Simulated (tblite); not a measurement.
Compound: C4H4F3S (doublet state).
Structure used (GFN2-xTB), in Å, numbered top down from 1:
```xyz
12
C4H4F3S angstrom
F      3.103    0.641   -0.431
C      1.986   -0.012   -0.155
F      2.190   -1.324   -0.165
C      0.806    0.532    0.117
F      0.693    1.874    0.096
C     -0.453   -0.212    0.418
C     -1.459   -0.048   -0.727
S     -2.983   -0.943   -0.397
H     -0.225   -1.267    0.569
H     -0.891    0.191    1.334
H     -1.718    1.004   -0.863
H     -1.049   -0.436   -1.661
```

All values are computed: GFN2-xTB (tblite) harmonic vibrations without scaling, gas phase. This tight-binding method is rough: wavenumbers can miss measured ones by several per cent, in bad cases by 10 to 20. One conformer, not necessarily the lowest. Open shells enter through the occupations alone, without spin polarisation, and single modes of such species can be off by tens of per cent.

Harmonic wavenumbers (cm⁻¹): 40.3, 65.6, 100.1, 180.7, 208.9, 246.7, 324.8, 420.6, 456.8, 485.9, 553.0, 750.1, 758.1, 794.7, 925.6, 1026.9, 1046.4, 1132.9, 1202.2, 1207.3, 1217.7, 1241.4, 1301.4, 1412.8, 1442.8, 1778.9, 2963.5, 2972.4, 2981.9, 3015.2.

A = 3602, B = 732.9, C = 635.2 MHz; mass 140.999 u (most abundant isotopes); point group C1, symmetry number 1; spin multiplicity 2.

Q: What is the zero-point energy?

A: Half the sum of the wavenumbers: 16128 cm⁻¹ = 192.93 kJ/mol.

Q: What is S at 298.15 K and 1 bar for an ideal gas of classical rigid rotors and harmonic oscillators?

A: Translation 170.57, rotation 124.01, vibration 102.75, spin (R ln 2) 5.76: S = 403.1 J/(mol K).

Q: And Cp and H(298.15 K) − H(0)?

A: Cp = 128.79 J/(mol K), of which vibrations give 95.54 (their classical limit is 30 R = 249.4); H(298.15 K) − H(0) = 25.33 kJ/mol without the zero-point energy, 15.42 from vibrations.

Q: What must be added to the electronic energy to get the Gibbs energy at 298.15 K and 1 bar?

A: ZPE + [H(298.15 K) − H(0)] − T·S = 192.93 + 25.33 − 120.18 = 98.08 kJ/mol.

Q: Blend soft modes into free rotors: weight 1/[1 + (100 cm⁻¹/ν̃)⁴] for the oscillator and the rest for a rotor with moment μB/(μ + B), μ = h/(8π²ν), B = 10⁻⁴⁴ kg m². What vibrational entropy results?

A: 91.93 J/(mol K) in place of 102.75, which changes −T·S at 298.15 K by +3.22 kJ/mol.

Hindered rotation and anharmonicity are outside this model. Other conformers, if any are populated, would add a mixing term that is left out. The structure is chiral; the term R ln 2 for an equal mix with its mirror image is left out.
